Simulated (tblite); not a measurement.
Compound: C4H11NO2Si.
Numbering: `[CH3:1]/[N:2]=[CH:3]/[SiH:4]([O:5][CH3:6])[O:7][CH3:8]` (hydrogens: H9, H10, H11 on C1; H12 on C3; H13 on Si4; H14, H15, H16 on C6; H17, H18, H19 on C8)

Cartesian coordinates in Å at the GFN2-xTB level; atoms count from 1:
```xyz
19
C4H11NO2Si angstrom
C      3.179   -1.038    0.215
N      1.847   -0.678   -0.165
C      1.239    0.245    0.438
Si    -0.521    0.691   -0.072
O     -1.476   -0.620   -0.167
C     -1.248   -1.784   -0.914
O     -1.032    1.592    1.167
C     -2.295    2.161    1.360
H      3.190   -2.100    0.466
H      3.565   -0.455    1.063
H      3.828   -0.897   -0.651
H      1.725    0.787    1.266
H     -0.547    1.424   -1.344
H     -1.817   -2.593   -0.455
H     -1.588   -1.640   -1.942
H     -0.186   -2.033   -0.921
H     -3.076    1.402    1.300
H     -2.488    2.925    0.603
H     -2.307    2.622    2.348
```

All values are computed: GFN2-xTB (tblite) harmonic vibrations without scaling, gas phase. This tight-binding method is rough: wavenumbers can miss measured ones by several per cent, in bad cases by 10 to 20. Modes of hydrogen on silicon can be 10 to 20 % off. One conformer, not necessarily the lowest.

Harmonic wavenumbers (cm⁻¹): 50.9, 67.9, 75.7, 94.4, 97.5, 125.4, 137.2, 179.8, 197.5, 224.3, 266.4, 315.5, 329.6, 432.4, 698.2, 707.6, 738.3, 802.2, 832.2, 858.9, 1032.6, 1080.5, 1129.1, 1130.7, 1134.9, 1136.3, 1139.7, 1157.0, 1161.5, 1318.0, 1385.7, 1409.0, 1411.5, 1458.6, 1471.2, 1473.6, 1477.6, 1484.1, 1486.0, 1719.8, 2211.5, 2791.8, 2876.9, 2953.0, 2957.4, 2975.2, 2980.5, 2981.0, 2986.7, 2988.3, 2997.4.

A = 2463, B = 1034, C = 768.9 MHz; mass 133.056 u (most abundant isotopes); point group C1, symmetry number 1.

Problem. What is the zero-point energy?

Solution. Half the sum of the wavenumbers: 32565 cm⁻¹ = 389.56 kJ/mol.

Problem. Give the ideal-gas entropy at 200 K and 1 bar in the rigid-rotor, harmonic-oscillator model (classical rotation).

Solution. Translation 161.55, rotation 118.39, vibration 117.02: S = 397.0 J/(mol K).

Problem. And Cp and H(200 K) − H(0)?

Solution. Cp = 139.16 J/(mol K), of which vibrations give 105.90 (their classical limit is 51 R = 424.0); H(200 K) − H(0) = 19.02 kJ/mol without the zero-point energy, 12.36 from vibrations.

Problem. How do the functions run with temperature in this model?

Solution. 
```tsv
T (K)	S (J/(mol K))	Cp (J/(mol K))	H − H(0) (kJ/mol)	G − H(0) (kJ/mol)	ln q(vib)
50	253.6	70.0	2.35	-10.33	0.72
100	313.4	103.2	6.76	-24.58	2.67
298.15	458.5	171.9	34.25	-102.45	10.06
373.15	499.9	198.4	48.13	-138.41	12.45
500	563.9	239.9	76.00	-205.96	16.21
750	673.8	302.2	144.28	-361.07	22.95
1000	766.9	344.2	225.41	-541.46	29.02
```

q(vib) and H(0) count from the zero-point level.

Problem. What must be added to the electronic energy to get the Gibbs energy at 200 K and 1 bar?

Solution. ZPE + [H(200 K) − H(0)] − T·S = 389.56 + 19.02 − 79.39 = 329.19 kJ/mol.

Hindered rotation and anharmonicity are outside this model. Other conformers, if any are populated, would add a mixing term that is left out. The structure is chiral; the term R ln 2 for an equal mix with its mirror image is left out.

On one thread of an Arm Neoverse V1, shared host with 32 logical CPUs at a one-minute load of 30, this took 0.76 s. This covers the Hessian and the dipole derivatives.
